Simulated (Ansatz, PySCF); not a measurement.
Reaction (SMILES): C1CC1 + 3 [H][H] (H2) -> 3 C (CH4)
Geometries: B3LYP-D3(BJ)/def2-TZVP minima from Ansatz (an electronic-structure program).

Quantity: energy of full hydrogenation (enthalpy at 298 K, with B3LYP-D3(BJ) rigid-rotor harmonic-oscillator terms from PySCF), in kJ/mol. Valence correlation only, unless marked. No spin-orbit coupling. No relativistic terms. Basis-set limits of correlation are two-point, X^-3; Hartree-Fock from the larger set. [CCSD(T)-MP2]/basis is that difference in the basis named.

RI-MP2/CBS(aug-cc-pVTZ,aug-cc-pVQZ)+[CCSD(T)-MP2]/aug-cc-pVTZ (Ansatz) gives -277.9 kJ/mol.

Another calculation gave -275.3 kJ/mol. Which level was it?
A. wB97X-V/def2-TZVPD (Ansatz)
B. HF/def2-TZVPD (PySCF)
C. TPSS/def2-TZVPD (PySCF)
D. B3LYP/def2-TZVPD (Ansatz)

A, wB97X-V/def2-TZVPD (Ansatz). The others give -261.5 (TPSS), -313.6 (HF), -290.2 (B3LYP) kJ/mol.
